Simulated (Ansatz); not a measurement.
Stepwise reaction of `F[SiH](F)[SiH](Cl)Cl` with water, as a gas-phase model of exchange steps in deposition or etching. ΔE in kJ/mol.

Program: Ansatz. Geometries: PBE0-D4/def2-TZVP. ΔE: electronic, gas phase. CBS: MP2 limit from def2 TZ/QZ plus the TZ coupled-cluster correction, frozen cores. This one scheme is used for every species. Functionals use def2-TZVPP. B3LYP here is the variant with VWN-RPA as its local correlation; programs differ in this. One conformer a species, not always the lowest.

```tsv
step	reaction	PBE-D4	B3LYP-D4	ωB97M-V	CCSD(T)/CBS
1	`F[SiH](F)[SiH](Cl)Cl` + H₂O → `O[SiH](F)[SiH](Cl)Cl` + H–F	30.1	33.5	32.6	33.0
2	`O[SiH](F)[SiH](Cl)Cl` + H₂O → `O[SiH](O)[SiH](Cl)Cl` + H–F	38.5	40.3	39.8	39.1
```

By hand: ΔE of the 2 steps together at CCSD(T)/CBS.

(33.0) + (39.1) = 72.1 kJ/mol, or 36.0 kJ/mol a step.

In ΔE each step is higher than the one before. All are uphill at CCSD(T)/CBS. PBE-D4 differs from CCSD(T)/CBS by -2.9 to -0.6 kJ/mol a step. Isolated molecules leave out the surface, adducts and barriers. Largest T1 diagnostic: 0.011.
